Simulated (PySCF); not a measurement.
CHCl2NO2Si, SMILES O=C=N[Si](O)(Cl)Cl.

Geometry: ωB97X-D3(BJ)/def2-SVP. This is a generated structure with no PubChem entry under its InChIKey; it may be hypothetical. Other conformers were not sampled.

Two levels are set side by side: TDDFT-PBE/def2-SVPD (PySCF) and TDDFT-M06-2X/def2-SVPD (PySCF). Vertical, same geometry. The lowest singlet is HOMO→LUMO 91 % with PBE and HOMO→LUMO+1 34 %, HOMO−1→LUMO+3 15 %, HOMO→LUMO+4 8 %, HOMO−3→LUMO+1 6 % with the other functional; states are paired by order. Differences are taken from unrounded values.

```json
[
 {"quantity": "lowest singlet excitation (eV)", "TDDFT-M06-2X": "6.90", "TDDFT-PBE": "6.58", "TDDFT-PBE minus TDDFT-M06-2X": "-0.32"},
 {"quantity": "lowest triplet excitation (TDA) (eV)", "TDDFT-M06-2X": "6.58", "TDDFT-PBE": "6.21", "TDDFT-PBE minus TDDFT-M06-2X": "-0.37"},
 {"quantity": "first bright state (f over 0.05) (eV)", "TDDFT-M06-2X": "8.60", "TDDFT-PBE": "7.37", "TDDFT-PBE minus TDDFT-M06-2X": "-1.22"},
 {"quantity": "its oscillator strength", "TDDFT-M06-2X": "0.08", "TDDFT-PBE": "0.10", "TDDFT-PBE minus TDDFT-M06-2X": "0.01"}
]
```

Functionals without exact exchange tend to place singlet excitations lower, as here. Differences between two approximate levels are no errors against the true value.

Rough cost on one machine, each run with all the roots and properties that it gave: TDDFT-M06-2X against TDDFT-PBE about 20 times.
